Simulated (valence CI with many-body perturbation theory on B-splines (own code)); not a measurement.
## Re44+: calculated level list

Method: valence CI with perturbative core correlation (CI+MBPT): three valence electrons over a frozen Dirac-Fock core [Ar] 3d10, radial functions for each j: 11 s, 11 p, 9 d, 7 f, 5 g, 2 h, 1 i, with the one-electron correlation potential Σ1, the two-electron term Σ2, the three-electron term Σ3, Breit, model QED; selected CI, second order for the rest (own B-spline code, finite nucleus).

No measured spectrum was set against this ion. As an estimate, large intervals hold to a few tenths of a per cent, small ones and those within an open d or f shell to about a per cent.

Levels 1 to 45 of 67, with energies above the lowest level, (4s^2 4p1/2) J=1/2. "Leading %" is the weight of the configuration and term that name the level; weights of strongly mixed levels are sums over their largest components and can fall short. In the jj column 3d3/2^4 stands for four electrons in 3d with j = 3/2.

| No. | Configuration | Term | J | E (Ry) | Leading % | g | Second component | Leading jj |
| --- | --- | --- | --- | --- | --- | --- | --- | --- |
| 1 | 4s2 4p | 2P° | 1/2 | 0.000 | 100 | 0.659 |  | 4s^2 4p1/2 (100 %) |
| 2 | 4s 4p2 | 4P | 1/2 | 7.301 | 57 | 2.183 | 29 % 4s 4p2 2S | 4s 4p1/2^2 (98 %) |
| 3 | 4s2 4p | 2P° | 3/2 | 7.754 | 99 | 1.329 |  | 4s^2 4p3/2 (99 %) |
| 4 | 4s 4p2 | 4P | 3/2 | 14.065 | 91 | 1.655 | 7 % 4s 4p2 2D | 4s 4p1/2 4p3/2 (99 %) |
| 5 | 4s 4p2 | 2D | 5/2 | 14.694 | 59 | 1.357 | 41 % 4s 4p2 4P | 4s 4p1/2 4p3/2 (98 %) |
| 6 | 4s 4p2 | 2D | 3/2 | 15.584 | 63 | 0.979 | 31 % 4s 4p2 2P | 4s 4p1/2 4p3/2 (95 %) |
| 7 | 4s 4p2 | 2P | 1/2 | 15.767 | 70 | 1.238 | 27 % 4s 4p2 4P | 4s 4p1/2 4p3/2 (97 %) |
| 8 | 4s2 4d | 2D | 3/2 | 19.834 | 94 | 0.819 | 4 % 4s 4p2 2P | 4s^2 4d3/2 (94 %) |
| 9 | 4s2 4d | 2D | 5/2 | 21.113 | 75 | 1.271 | 19 % 4s 4p2 4P | 4s^2 4d5/2 (75 %) |
| 10 | 4s 4p2 | 4P | 5/2 | 22.549 | 40 | 1.358 | 36 % 4s 4p2 2D | 4s 4p3/2^2 (75 %) |
| 11 | 4p3 | 2P° | 3/2 | 22.902 | 45 | 1.324 | 27 % 4p3 2D° | 4p1/2^2 4p3/2 (94 %) |
| 12 | 4s 4p2 | 2S | 1/2 | 23.517 | 69 | 1.900 | 16 % 4s 4p2 4P | 4s 4p3/2^2 (98 %) |
| 13 | 4s 4p2 | 2P | 3/2 | 23.787 | 62 | 1.194 | 29 % 4s 4p2 2D | 4s 4p3/2^2 (97 %) |
| 14 | 4s 4p 4d | 4F° | 3/2 | 25.585 | 79 | 0.500 | 16 % 4s 4p 4d 2D° | 4s 4p1/2 4d3/2 (98 %) |
| 15 | 4s 4p 4d | 4F° | 5/2 | 26.116 | 49 | 1.040 | 24 % 4s 4p 4d 2F° | 4s 4p1/2 4d3/2 (95 %) |
| 16 | 4s 4p 4d | 4D° | 1/2 | 27.097 | 61 | 0.393 | 32 % 4s 4p 4d 2P° | 4s 4p1/2 4d3/2 (98 %) |
| 17 | 4s 4p 4d | 4D° | 3/2 | 27.182 | 38 | 1.301 | 22 % 4s 4p 4d 4P° | 4s 4p1/2 4d3/2 (90 %) |
| 18 | 4s 4p 4d | 4P° | 5/2 | 27.823 | 38 | 1.352 | 28 % 4s 4p 4d 4D° | 4s 4p1/2 4d5/2 (97 %) |
| 19 | 4s 4p 4d | 4F° | 7/2 | 28.217 | 48 | 1.248 | 29 % 4s 4p 4d 2F° | 4s 4p1/2 4d5/2 (96 %) |
| 20 | 4s 4p 4d | 2F° | 5/2 | 28.613 | 42 | 1.078 | 19 % 4s 4p 4d 2D° | 4s 4p1/2 4d5/2 (90 %) |
| 21 | 4s 4p 4d | 2D° | 3/2 | 28.644 | 35 | 1.174 | 28 % 4s 4p 4d 2P° | 4s 4p1/2 4d5/2 (75 %) |
| 22 | 4p3 | 2D° | 5/2 | 30.656 | 83 | 1.143 | 15 % 4s 4p 4d 2F° | 4p1/2 4p3/2^2 (83 %) |
| 23 | 4p3 | 2D° | 3/2 | 30.684 | 42 | 1.342 | 39 % 4p3 4S° | 4p1/2 4p3/2^2 (81 %) |
| 24 | 4p3 | 2P° | 1/2 | 31.080 | 94 | 0.660 | 5 % 4s 4p 4d 2P° | 4p1/2 4p3/2^2 (94 %) |
| 25 | 4s2 4f | 2F° | 5/2 | 33.623 | 73 | 0.883 | 15 % 4s 4p 4d 2F° | 4s^2 4f5/2 (73 %) |
| 26 | 4s2 4f | 2F° | 7/2 | 33.934 | 39 | 1.195 | 31 % 4s 4p 4d 4F° | 4s 4p3/2 4d3/2 (53 %) |
| 27 | 4s 4p 4d | 4D° | 3/2 | 33.972 | 43 | 1.327 | 39 % 4s 4p 4d 4P° | 4s 4p3/2 4d3/2 (98 %) |
| 28 | 4s 4p 4d | 4P° | 1/2 | 33.976 | 86 | 2.308 | 13 % 4s 4p 4d 4D° | 4s 4p3/2 4d3/2 (99 %) |
| 29 | 4s 4p 4d | 4D° | 5/2 | 34.008 | 50 | 1.241 | 16 % 4s 4p 4d 2D° | 4s 4p3/2 4d3/2 (85 %) |
| 30 | 4p2 4d | 2D | 3/2 | 34.160 | 39 | 0.771 | 36 % 4p2 4d 4F | 4p1/2^2 4d3/2 (98 %) |
| 31 | 4s2 4f | 2F° | 7/2 | 34.557 | 49 | 1.239 | 32 % 4s 4p 4d 4D° | 4s^2 4f7/2 (49 %) |
| 32 | 4s 4p 4d | 4F° | 9/2 | 34.812 | 100 | 1.329 |  | 4s 4p3/2 4d5/2 (100 %) |
| 33 | 4s 4p 4d | 2D° | 3/2 | 35.012 | 64 | 0.986 | 23 % 4s 4p 4d 4P° | 4s 4p3/2 4d3/2 (75 %) |
| 34 | 4s 4p 4d | 2P° | 1/2 | 35.667 | 73 | 0.587 | 21 % 4s 4p 4d 4D° | 4s 4p3/2 4d3/2 (92 %) |
| 35 | 4s 4p 4d | 2D° | 5/2 | 35.679 | 46 | 1.349 | 38 % 4s 4p 4d 4P° | 4s 4p3/2 4d5/2 (98 %) |
| 36 | 4s 4p 4d | 2P° | 3/2 | 35.976 | 40 | 1.184 | 30 % 4s 4p 4d 2D° | 4s 4p3/2 4d5/2 (66 %) |
| 37 | 4s 4p 4d | 2F° | 5/2 | 35.998 | 49 | 0.951 | 20 % 4s 4p 4d 2D° | 4s 4p3/2 4d3/2 (78 %) |
| 38 | 4s 4p 4d | 2F° | 7/2 | 36.197 | 80 | 1.185 | 14 % 4s 4p 4d 4D° | 4s 4p3/2 4d5/2 (87 %) |
| 39 | 4p2 4d | 2D | 5/2 | 36.226 | 30 | 1.192 | 22 % 4p2 4d 4D | 4p1/2^2 4d5/2 (95 %) |
| 40 | 4s 4p 4d | 2F° | 7/2 | 36.979 | 62 | 1.206 | 22 % 4s 4p 4d 4D° | 4s 4p3/2 4d5/2 (84 %) |
| 41 | 4s 4p 4d | 2P° | 1/2 | 37.071 | 88 | 0.692 | 5 % 4s 4p 4d 4D° | 4s 4p3/2 4d5/2 (92 %) |
| 42 | 4s 4p 4d | 2P° | 3/2 | 37.353 | 78 | 1.305 | 7 % 4s 4p 4d 2D° | 4s 4p3/2 4d5/2 (97 %) |
| 43 | 4s 4p 4d | 2D° | 5/2 | 37.642 | 58 | 1.092 | 32 % 4s 4p 4d 2F° | 4s 4p3/2 4d5/2 (91 %) |
| 44 | 4p3 | 2P° | 3/2 | 39.267 | 44 | 1.244 | 26 % 4p3 2D° | 4p3/2^3 (83 %) |
| 45 | 4s 4p 4f | 4G | 5/2 | 40.275 | 47 | 0.797 | 14 % 4s 4p 4f 4F | 4s 4p1/2 4f5/2 (86 %) |

The ionisation energy to 4s2 1S_0 of the next ion comes out as 2303.3 eV (NIST: 2302 ± 4 eV (theoretical)). All 67 levels together are meant to be complete up to 44.964 Ry.
